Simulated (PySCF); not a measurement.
## Correlation energy of N (nitrogen, neutral)

[He] 2s2 2p3, high-spin 4S determinant. All numbers are calculated (PySCF 2.14, the spin-free X2C one-electron Hamiltonian (Gaussian nucleus), in x2c-TZVPall). Frozen: 1s2; 5 electrons correlated.

MP2 pair energies summed by pair of shells (mhartree):

```json
{"pair": "2s-2p", "energy": "-61.33", "share (%)": "64.6"}
{"pair": "2p-2p", "energy": "-23.04", "share (%)": "24.3"}
{"pair": "2s-2s", "energy": "-10.55", "share (%)": "11.1"}
```

Total MP2 correlation energy: -94.92 mhartree.

Same-spin part -28.91 and opposite-spin part -66.01 mhartree; SCS-MP2 scales them by 1/3 and 6/5 to -88.85 mhartree.

| level | correlation energy (mhartree) |
| --- | --- |
| CCSD | -110.98 |
| (T) | -2.26 |
| CCSD(T) | -113.24 |

Diagnostics: T1 = 0.0062, D1 = 0.0134, largest double amplitude 0.039.

Cost of the coupled-cluster step: 0.38 s of wall time on 1 thread of Intel(R) Xeon(R) Platinum 8259CL CPU @ 2.50GHz (shared host), for 5 correlated electrons.

Iterations:

```
CC2 = 0
CCSD nocc = (np.int64(4), np.int64(1)), nmo = (30, 30)
frozen orbitals [[0], [0]]
max_cycle = 100
direct = 0
conv_tol = 1e-08
conv_tol_normt = 1e-06
diis_space = 8
diis_start_cycle = 0
Init t2, MP2 energy = -0.0949235974075688
Init E_corr(UCCSD) = -0.0949235974077688
cycle = 1  E_corr(UCCSD) = -0.107416296677932  dE = -0.0124926993  norm(t1,t2) = 0.0299094
cycle = 2  E_corr(UCCSD) = -0.109820142256178  dE = -0.00240384558  norm(t1,t2) = 0.0107452
cycle = 3  E_corr(UCCSD) = -0.111033925604611  dE = -0.00121378335  norm(t1,t2) = 0.00497985
cycle = 4  E_corr(UCCSD) = -0.110970809504946  dE = 6.31160997e-05  norm(t1,t2) = 0.0010328
cycle = 5  E_corr(UCCSD) = -0.110983424076294  dE = -1.26145713e-05  norm(t1,t2) = 0.000250777
cycle = 6  E_corr(UCCSD) = -0.110984027999883  dE = -6.03923589e-07  norm(t1,t2) = 4.36395e-05
cycle = 7  E_corr(UCCSD) = -0.110984179181978  dE = -1.51182095e-07  norm(t1,t2) = 5.43758e-06
cycle = 8  E_corr(UCCSD) = -0.110984159562325  dE = 1.96196525e-08  norm(t1,t2) = 1.01329e-06
cycle = 9  E_corr(UCCSD) = -0.110984158753965  dE = 8.08360337e-10  norm(t1,t2) = 2.28311e-07
UCCSD converged
E(UCCSD) = -54.54298497448475  E_corr = -0.1109841587539652
UCCSD(T) correction = -0.00226371186277262
```
